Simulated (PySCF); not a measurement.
CBCl₂NO, SMILES O=C=NB(Cl)Cl. Atoms are numbered in the order given.

```xyz
6

B      0.0000     0.0000     0.4285
Cl     0.0000     1.5226     1.3160
Cl     0.0000    -1.5226     1.3160
N      0.0000     0.0000    -0.9777
C      0.0000     0.0000    -2.1869
O      0.0000     0.0000    -3.3651
```

Coordinates come from a PBE-D3(BJ)/def2-SVP optimisation. The structure was generated by enumeration, and PubChem lists no compound with its InChIKey, so it may never have been made. One conformer was computed; it need not be the lowest.

Calculation: PySCF with PBE/def2-TZVP.

Symmetry labels are those of the subgroup C2v that the program uses (full group C2v).

Task: List the valence orbital energies around the gap with their symmetry. (Estimate from the structure and the level; the computed values follow.)

Result: 
```
orbital  symmetry  energy (eV)
-------  --------  -----------
HOMO−7         A1       -12.09
HOMO−6         B2       -10.93
HOMO−5         B1        -9.82
HOMO−4         A1        -8.62
HOMO−3         A2        -8.36
HOMO−2         B2        -8.26
HOMO−1         B1        -8.20
HOMO           B2        -7.58
LUMO           B1        -2.93
LUMO+1         B2        -0.77
LUMO+2         A1        -0.21
LUMO+3         A1         0.53
```
